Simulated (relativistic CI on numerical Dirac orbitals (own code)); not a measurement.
**Electric-dipole transitions in Er³²⁺**

Computed by Dirac-Coulomb-Breit CI, orbitals from a KLI potential per configuration, model QED (radiative potential, 1s self-energy scaled to tabulated hydrogen-like ionisation energies), unscaled Slater integrals (own radial code, finite nucleus).

Configurations in the expansion (outside the closed core [Ar] 3d10): 4s2.4p6, 4s2.4p5.4d, 4s.4p6.4d, 4s2.4p5.4f, 4s.4p6.4f, 4s2.4p5.5s, 4p6.4d.4f, 4s2.4p5.5p, 4s.4p6.5s, 4s2.4p5.5d, 4s.4p6.5p, 4s2.4p5.5f, 4s2.4p5.5g, 4s.4p6.5d, 4p6.4f.5s, 4s2.4p5.6s, 4s.4p6.5f, 4s2.4p5.6p, 4s.4p6.5g, 4s2.4p5.6d, 4s2.4p5.6f, 4p6.4d2, 4p5.4d3, 4p5.4d2.4f, 4p5.4d2.5s, 4p5.4d2.5p, 4p6.4f2, 4p5.4d.4f2, 4p5.4f3, 4p5.4f2.5s, 4p5.4f2.5p, 4p6.4d.5s, 4p5.4d.4f.5s, 4p5.4d.5s2, 4p5.4d.5s.5p. Double excitations out of closed p, d and f shells are left out; levels of such configurations are missing from the list, as are those of other unlisted configurations, and high levels can miss mixing partners. These lack a partner that the ground configuration has and come out too high: 4s2.4p5.5d, 4s2.4p5.5f, 4s2.4p5.5g, 4s2.4p5.6s, 4s2.4p5.6p.

```csv
λ vac (Å),Lower,Upper,A (s⁻¹),log gf,S velocity/length
21.264,4s2.4p5.4d 3F°_3 [4],4s2.4p5.5f 3G_4 [83],3.21e+12,0.29,0.95
21.555,4s2.4p5.4d 3F°_4 [6],4s2.4p5.5f 3G_5 [85],3.70e+12,0.45,0.94
21.735,4s2.4p5.4d 3D°_3 [8],4s2.4p5.5f 3F_4 [94],3.12e+12,0.30,0.95
27.293,4s2.4p5.4f 3G_3 [26],4s2.4p5.5g 3H°_4 [230],7.21e+12,0.86,1.00
27.377,4s2.4p5.4f 3G_4 [18],4s2.4p5.5g 3H°_5 [160],7.07e+12,0.94,1.01
27.430,4s2.4p5.4f 3F_3 [21],4s2.4p5.5g 1G°_4 [165],6.38e+12,0.81,1.00
27.443,4s2.4p5.4f 3G_5 [19],4s2.4p5.5g 3H°_6 [158],7.38e+12,1.03,1.01
27.494,4s2.4p5.4f 3G_4 [28],4s2.4p5.5g 3H°_5 [232],7.41e+12,0.97,1.00
27.522,4s2.4p5.4f 3D_3 [27],4s2.4p5.5g 3F°_4 [231],7.28e+12,0.87,0.96
27.581,4s2.4p5.4f 3F_2 [29],4s2.4p5.5g 3G°_3 [233],6.83e+12,0.74,0.98
27.604,4s2.4p5.4f 3F_4 [23],4s2.4p5.5g 3G°_5 [166],6.93e+12,0.94,1.00
27.751,4s2.4p5.4f 3D_3 [24],4s2.4p5.5g 3F°_4 [163],5.03e+12,0.72,0.98
27.827,4s2.4p5.4f 1D_2 [25],4s2.4p5.5g 1F°_3 [167],5.21e+12,0.63,0.99
57.682,4p6.4d2 1G_4 [48],4p5.4d3 3F°_4 [217],2.23e+12,1.00,0.75
58.331,4s2.4p6 1S_0 [1],4s2.4p5.4d 1P°_1 [13],2.09e+12,0.51,0.70
58.575,4p6.4d2 3F_4 [50],4p5.4d3 1G°_4 [223],2.26e+12,1.02,0.74
58.705,4p6.4d2 3F_4 [50],4p5.4d3 3G°_5 [222],1.88e+12,1.03,0.82
62.126,4p6.4d2 1G_4 [48],4p6.4d.4f 1H°_5 [200],1.39e+12,0.95,0.88
64.217,4p6.4d2 3F_2 [40],4p6.4d.4f 3G°_3 [177],1.58e+12,0.84,0.87
69.761,4s2.4p5.4d 3D°_2 [5],4s2.4p5.4f 3F_3 [21],2.99e+11,0.18,0.94
70.003,4s2.4p5.4d 3F°_2 [10],4s2.4p5.4f 3G_3 [26],4.07e+11,0.32,0.98
70.559,4s2.4p5.4d 3F°_3 [4],4s2.4p5.4f 3G_4 [18],3.92e+11,0.42,1.02
71.947,4s2.4p5.4d 1D°_2 [7],4s2.4p5.4f 3D_3 [24],3.91e+11,0.33,0.80
73.594,4s2.4p5.4d 3D°_2 [11],4s2.4p5.4f 3D_3 [27],4.39e+11,0.40,0.82
74.010,4s2.4p5.4d 3F°_4 [6],4s2.4p5.4f 3G_5 [19],3.66e+11,0.52,1.03
74.483,4s2.4p5.4d 3F°_3 [12],4s2.4p5.4f 3G_4 [28],3.70e+11,0.44,0.97
74.495,4s2.4p5.4d 3D°_3 [8],4s2.4p5.4f 3F_4 [23],3.43e+11,0.41,0.94
76.022,4s2.4p6 1S_0 [1],4s2.4p5.4d 3D°_1 [9],4.17e+11,0.03,0.64
79.461,4s2.4p5.4f 3G_5 [19],4s.4p6.4f 3F°_4 [32],3.75e+11,0.50,0.79
82.483,4s2.4p5.4d 3F°_4 [6],4s.4p6.4d 3D_3 [16],2.31e+11,0.22,1.03
```

Terms are leading LS components. Brackets give the number of a level in order of energy, since labels repeat. The list gives strong lines, with weight on those to low levels, among the lowest 400 of 2891 levels, so that lines to higher ones, which can be the strongest, are missing. Levels whose partners in the same complex of configurations lie outside the list can be far off, and so can their lines. Rates are taken at the computed energies, electric ones in the length gauge. A velocity-to-length ratio far from 1 marks an uncertain rate.

At this charge energies of transitions that change n are usually good to better than 1 %, and those within a shell (Δn = 0) to a few per cent.

LS names give the leading component of a level, which can be under half, so a name can repeat, a term be missing and a line seem to break the LS rules.
